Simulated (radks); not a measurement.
Results of a calculation; reference values are marked as such.
Valence configurations of Sc (all share [Ar]). Level of theory: non-relativistic Kohn-Sham, r2SCAN, spin-polarised, spherical densities, point nucleus; open shells are filled with parallel spins first; meta-GGA in the generalised Kohn-Sham scheme (a radial shooting solver on a logarithmic mesh with Libxc functionals). Energies are relative to 3d1 4s2; eigenvalues in eV for spin up.

valence,E (eV),moment (Bohr magnetons),e(3d),e(4p),e(4s)
3d1 4s2,0.000,1,-3.560,-,-4.421
4s2 4p1,3.470,1,-,-2.825,-6.220
3d0.5 4s2 4p0.5,1.372,1,-5.601,-2.183,-5.319
3d1 4p2,4.716,3,-5.592,-2.881,-
3d0.5 4p2.5,6.417,3,-7.514,-3.404,-
3d1.5 4s1.5,0.305,2,-2.489,-,-4.288
3d3,3.027,3,-0.952,-,-
3d1.5 4p1.5,3.672,3,-3.905,-2.396,-
3d2 4s1,0.519,3,-1.665,-,-4.106
3d1 4s1.5 4p0.5,1.088,2,-4.171,-2.059,-5.092

NIST lists [Ar] 3d1 4s2 as the ground configuration; this level of theory agrees among the configurations tried. The energies are those of spherical high-spin densities, not of single terms.
